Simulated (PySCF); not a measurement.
## Zn²⁶⁺ (zinc, charge +26) across methods

[He] 2s2, closed-shell 1S. Computed with PySCF 2.14 in an even-tempered Gaussian basis (19 s from 7.6 bohr⁻², ratio 2.2; 8 p from 12 bohr⁻², ratio 2.4; 6 d from 35 bohr⁻², ratio 2.4; 5 f from 53 bohr⁻², ratio 2.4; 4 g from 79 bohr⁻², ratio 2.4), with the spin-free X2C one-electron Hamiltonian (Gaussian nucleus).

| method | E (hartree) | mean ε 1s (eV) | mean ε 2s (eV) | Σ⟨r²⟩ (bohr²) | ⟨S²⟩ |
| --- | --- | --- | --- | --- | --- |
| PBE | -1092.023 | -11359.0 | -2621.8 | 0.1070 | 0.000 |
| LDA | -1089.498 | -11336.5 | -2617.6 | 0.1072 | 0.000 |
| r2SCANh | -1092.090 | -11399.2 | -2628.4 | 0.1071 | 0.000 |
| r2SCAN0 | -1092.106 | -11426.2 | -2634.6 | 0.1071 | 0.000 |
| UHF | -1092.06301 | -11560.5 | -2664.2 | 0.1071 | 0.000 |
| r2SCAN | -1092.080 | -11381.2 | -2624.3 | 0.1071 | 0.000 |
| PBE0 | -1092.060 | -11409.6 | -2632.7 | 0.1070 | 0.000 |
